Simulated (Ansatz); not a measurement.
Mg₂Se₂⁻ (the lowest doublet isomer of a short search). Charge -1, multiplicity 2. Geometry r2SCAN-D4/def2-SVPD, basis def2-TZVPD, Ansatz.

```xyz
4

Mg   -1.0158   -0.9602    0.3782
Mg    1.0158    0.9602   -0.3783
Se    0.7964   -0.1055    1.8711
Se   -0.7964    0.1055   -1.8710
```

```tsv
run	HOMO (eV)	LUMO (eV)
A	-1.57	2.33
B	0.00	0.59
C	0.24	0.87
D	0.03	0.77
E	-0.45	1.12
F	-0.11	0.73
```

The structure comes from a short search, and lower isomers may exist.

HOMO and LUMO are taken over both spins.

The runs used BLYP, LDA (SPW92), PBE, PBE0, r2SCAN, ωB97X-V. Estimate which is which.

A ωB97X-V (range-separated); B LDA (SPW92) (0 % exact exchange); C BLYP (0 % exact exchange); D PBE (0 % exact exchange); E PBE0 (25 % exact exchange); F r2SCAN (0 % exact exchange). Exact exchange lowers occupied and raises empty levels; among semilocal functionals meta-GGAs tend to open the gap a little, and such runs are hard to tell apart. The gap grows from 0.60 eV (LDA (SPW92)) to 3.90 eV (ωB97X-V). At BLYP-D4/def2-TZVPD, PBE-D4/def2-TZVPD the highest occupied level of the charge -1 doublet lies above zero (up to 0.24 eV). By energy differences its removal costs 1.63 eV (vertical, to the charge 0 singlet, at CCSD(T)/def2-SVPD).
